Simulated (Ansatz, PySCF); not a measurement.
Process, species as SMILES: C[SiH3] -> C[SiH2] + H atom (the H-Si bond at the site shown breaks; other sites are not compared here)
Geometries: B3LYP-D3(BJ)/def2-TZVP minima from Ansatz (a quantum-chemistry and plane-wave program).
Geometry of the first species:
```xyz
8

C      0.0034    -0.0064    -1.2421
Si    -0.0017     0.0033     0.6340
H      0.0118    -1.0282    -1.6256
H     -0.8824     0.4951    -1.6359
H      0.8840     0.5079    -1.6311
H     -0.0132     1.3943     1.1492
H     -1.2005    -0.6969     1.1567
H      1.2042    -0.6795     1.1632
```
Charge 0, spin multiplicity 1.

Wanted: bond dissociation energy (0 K, with B3LYP-D3(BJ) harmonic zero-point energies from PySCF), in kcal/mol. Cores are frozen in the correlated levels unless marked. UHF or UKS for open shells. No spin-orbit coupling. Non-relativistic. CBS marks a two-point X^-3 extrapolation of the correlation energy; Hartree-Fock from the larger set. The bracket is a focal-point correction in the basis named.

| level | program | bond dissociation energy (kcal/mol) | minus last row |
|---|---|---|---|
| RI-HF/def2-QZVPP | Ansatz | 70.9 | -20.9 |
| revPBE/def2-TZVPD | Ansatz | 83.8 | -8.0 |
| BP86/def2-TZVPD | PySCF | 88.5 | -3.3 |
| r2SCAN-D4/def2-TZVPD | Ansatz + dftd4 | 86.5 | -5.3 |
| B3LYP-D3(BJ)/def2-TZVPD | Ansatz + dftd3 | 89.8 | -2.0 |
| PBE0/6-31G* | Ansatz | 86.3 | -5.5 |
| BHLYP-D3(BJ)/def2-TZVPD | Ansatz + dftd3 | 90.3 | -1.5 |
| BHLYP/def2-TZVPD | Ansatz | 90.0 | -1.8 |
| TPSSh-D4/def2-TZVPD | PySCF + dftd4 | 90.9 | -0.9 |
| r2SCANh-D4/def2-TZVPD | Ansatz + dftd4 | 86.6 | -5.2 |
| B2PLYP-D3(BJ)/def2-TZVPD | Ansatz + dftd3 | 89.2 | -2.6 |
| RPA@PBE/cc-pV(Q+d)Z | Ansatz | 89.3 | -2.5 |
| RI-MP2/CBS(cc-pV(T+d)Z,cc-pV(Q+d)Z) | Ansatz | 89.6 | -2.2 |
| RI-MP2/CBS(def2-TZVPPD,def2-QZVPPD) | Ansatz | 89.4 | -2.4 |
| SCS-MP2/cc-pV(T+d)Z | Ansatz | 90.6 | -1.2 |
| CCSD/6-31G* | Ansatz | 80.8 | -11.0 |
| CCSD/def2-TZVPPD | Ansatz | 89.9 | -1.9 |
| CCSD(T)/cc-pV(T+d)Z | Ansatz | 90.0 | -1.8 |
| RI-MP2/CBS(cc-pV(T+d)Z,cc-pV(Q+d)Z)+[CCSD(T)-MP2]/cc-pV(D+d)Z | Ansatz | 92.4 | 0.6 |
| RI-MP2/CBS(def2-TZVPP,def2-QZVPP)+[CCSD(T)-MP2]/def2-TZVPP | Ansatz | 91.9 | 0.1 |
| RI-MP2/CBS(def2-TZVPPD,def2-QZVPPD)+[CCSD(T)-MP2]/def2-TZVPPD | Ansatz | 91.8 | 0.0 |
